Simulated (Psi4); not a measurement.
dichloromethane (CH₂Cl₂), singlet, at a GFN2-xTB geometry, atoms displaced at random by about 0.08 Å a coordinate; TPSS/cc-pVDZ, gradient (Psi4).

The Psi4 input:
```
memory 2 GB

molecule {
0 1
  C     0.14719609    0.02937068    0.76062524
  Cl    0.14339007    1.44676971   -0.31243742
  Cl   -0.06978559   -1.37491748   -0.16468572
  H    -0.96593016    0.13312401    1.48726270
  H     0.87369922    0.03736384    1.37639981
symmetry c1
no_reorient
no_com
}

set basis cc-pvdz

gradient('tpss')
print_variables()
```

Output, abridged:

```
gradient() will perform analytic gradient computation.

   => Loading Basis Set <=

    Name: CC-PVDZ
    Role: ORBITAL
    Keyword: BASIS

         ---------------------------------------------------------
                                   SCF
               by Justin Turney, Rob Parrish, Andy Simmonett
                          and Daniel G. A. Smith
                              RKS Reference
         ---------------------------------------------------------

  ==> Geometry <==

    Molecular point group: c1
    Full point group: C1

    Geometry (in Angstrom), charge = 0, multiplicity = 1:

       Center              X                  Y                   Z               Mass
    ------------   -----------------  -----------------  -----------------  -----------------
         C            0.147196090000     0.029370680000     0.760625240000    12.000000000000
         CL           0.143390070000     1.446769710000    -0.312437420000    34.968852682000
         CL          -0.069785590000    -1.374917480000    -0.164685720000    34.968852682000
         H           -0.965930160000     0.133124010000     1.487262700000     1.007825032230
         H            0.873699220000     0.037363840000     1.376399810000     1.007825032230

  Running in c1 symmetry.

  Rotational constants: A =      0.98831  B =      0.11822  C =      0.10834 [cm^-1]
  Rotational constants: A =  29628.71917  B =   3544.01960  C =   3247.82273 [MHz]
  Nuclear repulsion =  137.317924446625199

  Charge       = 0
  Multiplicity = 1
  Electrons    = 42
  Nalpha       = 21
  Nbeta        = 21

  ==> Algorithm <==

  SCF Algorithm Type is DF.
  DIIS enabled.
  MOM disabled.
  Fractional occupation disabled.
  Guess Type is SAD.
  Energy threshold   = 1.00e-08
  Density threshold  = 1.00e-08
  Integral threshold = 1.00e-12

  ==> Primary Basis <==

  Basis Set: CC-PVDZ
    Blend: CC-PVDZ
    Number of shells: 28
    Number of basis functions: 60
    Number of Cartesian functions: 63
    Spherical Harmonics?: true
    Max angular momentum: 2

  ==> DFT Potential <==

   => LibXC <=

    Version 7.1.2
    S. Lehtola, C. Steigemann, M. J. T. Oliveira, and M. A. L. Marques,  SoftwareX 7, 1–5 (2018) (10.1016/j.softx.2017.11.002)

   => Composite Functional: TPSS <=

    TPSS Meta-GGA XC Functional

    J. Tao, et al., Phys. Rev. Lett., 91, 146401, 2003

    Deriv               =              1
    GGA                 =           TRUE
    Meta                =           TRUE

    Exchange Hybrid     =          FALSE
    MP2 Hybrid          =          FALSE

   => Exchange Functionals <=

    1.0000   XC_MGGA_X_TPSS

   => Correlation Functionals <=

    1.0000   XC_MGGA_C_TPSS

   => LibXC Density Thresholds  <==

    XC_MGGA_C_TPSS:  1.00E-15
    XC_MGGA_X_TPSS:  1.00E-15

   => Molecular Quadrature <=

    Radial Scheme          =       TREUTLER
    Pruning Scheme         =           NONE
    Nuclear Scheme         =       TREUTLER

    Blocking Scheme        =         OCTREE
    BS radius alpha        =              1
    Pruning alpha          =              1
    Radial Points          =             75
    Spherical Points       =            302
    Total Points           =         105672
    Total Blocks           =            842
    Max Points             =            256
    Max Functions          =             60
    Weights Tolerance      =       1.00E-15

   => Loading Basis Set <=

    Name: (CC-PVDZ AUX)
    Role: JKFIT
    Keyword: DF_BASIS_SCF

  ==> Integral Setup <==

  SCF_SUBTYPE=INCORE selected. In-core MEM_DF algorithm will be used.
  Using in-core AOs.

  ==> MemDFJK: Density-Fitted J/K Matrices <==

    J tasked:                   Yes
    K tasked:                    No
    wK tasked:                   No
    Algorithm:                 Core
    Schwarz Cutoff:           1E-12
    Mask sparsity (%):       0.0000
    Fitting Condition:        1E-10

   => Auxiliary Basis Set <=

  Basis Set: (CC-PVDZ AUX)
    Blend: CC-PVDZ-JKFIT
    Number of shells: 114
    Number of basis functions: 340
    Number of Cartesian functions: 391
    Spherical Harmonics?: true
    Max angular momentum: 3

  Minimum eigenvalue in the overlap matrix is 1.2029154795E-02.
  Reciprocal condition number of the overlap matrix is 2.7679747805E-03.
    Using symmetric orthogonalization.

  ==> Pre-Iterations <==

  SCF Guess: Superposition of Atomic Densities via on-the-fly atomic UHF (no occupation information).

   -------------------------
    Irrep   Nso     Nmo
   -------------------------
     A         60      60
   -------------------------
    Total      60      60
   -------------------------

  ==> Iterations <==

                           Total Energy        Delta E     RMS |[F,P]|

   @DF-RKS iter SAD:  -959.65619532235417   -9.59656e+02   0.00000e+00
   @DF-RKS iter   1:  -959.59935357229369    5.68418e-02   7.59869e-03 ADIIS/DIIS
   @DF-RKS iter   2:  -959.42753093743318    1.71823e-01   1.15510e-02 ADIIS/DIIS
   @DF-RKS iter   3:  -959.71002129184092   -2.82490e-01   1.49078e-03 ADIIS/DIIS
   @DF-RKS iter   4:  -959.71407489759883   -4.05361e-03   2.85734e-04 ADIIS/DIIS
   @DF-RKS iter   5:  -959.71426692822240   -1.92031e-04   8.74488e-05 DIIS
   @DF-RKS iter   6:  -959.71428390710673   -1.69789e-05   1.94734e-05 DIIS
   @DF-RKS iter   7:  -959.71428473676713   -8.29660e-07   4.84636e-06 DIIS
   @DF-RKS iter   8:  -959.71428478325436   -4.64872e-08   1.75238e-06 DIIS
   @DF-RKS iter   9:  -959.71428478981022   -6.55587e-09   1.70217e-07 DIIS
   @DF-RKS iter  10:  -959.71428478986854   -5.83213e-11   3.96058e-08 DIIS
   @DF-RKS iter  11:  -959.71428478987218   -3.63798e-12   6.37042e-09 DIIS
  Energy and wave function converged.

  ==> Post-Iterations <==

   Electrons on quadrature grid:
      Ntotal   =   41.9999988241 ; deviation = -1.176e-06

    Orbital Energies [Eh]
    ---------------------

    Doubly Occupied:

[...]
    Virtual:

[...]
    Final Occupation by Irrep:
              A
    DOCC [    21 ]
    NA   [    21 ]
    NB   [    21 ]

  @DF-RKS Final Energy:  -959.71428478987218

   => Energetics <=

    Nuclear Repulsion Energy =            137.3179244466251987
    One-Electron Energy =               -1596.4473766155872454
    Two-Electron Energy =                 562.1554912673748277
    DFT Exchange-Correlation Energy =     -62.7403238882850474
    Empirical Dispersion Energy =           0.0000000000000000
    VV10 Nonlocal Energy =                  0.0000000000000000
    Total Energy =                       -959.7142847898721811

Computation Completed

Properties will be evaluated at   0.000000,   0.000000,   0.000000 [a0]

Properties computed using the SCF density matrix

 Multipole Moments:

 ------------------------------------------------------------------------------------
     Multipole            Electronic (a.u.)      Nuclear  (a.u.)        Total (a.u.)
 ------------------------------------------------------------------------------------

 L = 1.  Multiply by 2.5417464519 to convert [e a0] to [Debye]
 Dipole X            :         -3.7985948            3.8592398            0.0606450
 Dipole Y            :         -3.0581914            2.9634682           -0.0947231
 Dipole Z            :          1.8826017           -1.2919669            0.5906348
 Magnitude           :                                                    0.6012485

 ------------------------------------------------------------------------------------

         ------------------------------------------------------------
                                   SCF GRAD
                          Rob Parrish, Justin Turney,
                       Andy Simmonett, and Alex Sokolov
         ------------------------------------------------------------

  ==> Geometry <==

    Molecular point group: c1
    Full point group: C1

    Geometry (in Angstrom), charge = 0, multiplicity = 1:

       Center              X                  Y                   Z               Mass
    ------------   -----------------  -----------------  -----------------  -----------------
         C            0.147196090000     0.029370680000     0.760625240000    12.000000000000
         CL           0.143390070000     1.446769710000    -0.312437420000    34.968852682000
         CL          -0.069785590000    -1.374917480000    -0.164685720000    34.968852682000
         H           -0.965930160000     0.133124010000     1.487262700000     1.007825032230
         H            0.873699220000     0.037363840000     1.376399810000     1.007825032230

  Nuclear repulsion =  137.317924446625199

  ==> Basis Set <==

  Basis Set: CC-PVDZ
    Blend: CC-PVDZ
    Number of shells: 28
    Number of basis functions: 60
    Number of Cartesian functions: 63
    Spherical Harmonics?: true
    Max angular momentum: 2

  ==> DFJKGrad: Density-Fitted SCF Gradients <==

    Gradient:                    1
    J tasked:                  Yes
    K tasked:                   No
    wK tasked:                  No
    Integrals threads:           1
    Schwarz Cutoff:          1E-12
    Fitting Condition:       1E-10

   => Auxiliary Basis Set <=

  Basis Set: (CC-PVDZ AUX)
    Blend: CC-PVDZ-JKFIT
    Number of shells: 114
    Number of basis functions: 340
    Number of Cartesian functions: 391
    Spherical Harmonics?: true
    Max angular momentum: 3

  ==> DFT Potential <==

   => LibXC <=

    Version 7.1.2
    S. Lehtola, C. Steigemann, M. J. T. Oliveira, and M. A. L. Marques,  SoftwareX 7, 1–5 (2018) (10.1016/j.softx.2017.11.002)

   => Composite Functional: TPSS <=

    TPSS Meta-GGA XC Functional

    J. Tao, et al., Phys. Rev. Lett., 91, 146401, 2003

    Deriv               =              1
    GGA                 =           TRUE
    Meta                =           TRUE

    Exchange Hybrid     =          FALSE
    MP2 Hybrid          =          FALSE

   => Exchange Functionals <=

    1.0000   XC_MGGA_X_TPSS

   => Correlation Functionals <=

    1.0000   XC_MGGA_C_TPSS

   => LibXC Density Thresholds  <==

    XC_MGGA_C_TPSS:  1.00E-15
    XC_MGGA_X_TPSS:  1.00E-15

   => Molecular Quadrature <=

    Radial Scheme          =       TREUTLER
    Pruning Scheme         =           NONE
    Nuclear Scheme         =       TREUTLER

    Blocking Scheme        =         OCTREE
    BS radius alpha        =              1
    Pruning alpha          =              1
    Radial Points          =             75
    Spherical Points       =            302
    Total Points           =         105672
    Total Blocks           =            842
    Max Points             =            256
    Max Functions          =             60
    Weights Tolerance      =       1.00E-15

  -Total Gradient:
     Atom            X                  Y                   Z
    ------   -----------------  -----------------  -----------------
       1        0.194632337958    -0.031751690924     0.032855230863
       2       -0.007097885031    -0.014770072711     0.000782433368
       3       -0.004676976681     0.042511950982     0.017732861186
       4       -0.063436248903     0.002582375347     0.036200496942
       5       -0.119408157239     0.001410823435    -0.087513122180

  Variable Map:
  ----------------------------------------------------------------------------
[...]
  Array Variable Map:
  ----------------------------------------------------------------------------
[...]
[...]
```
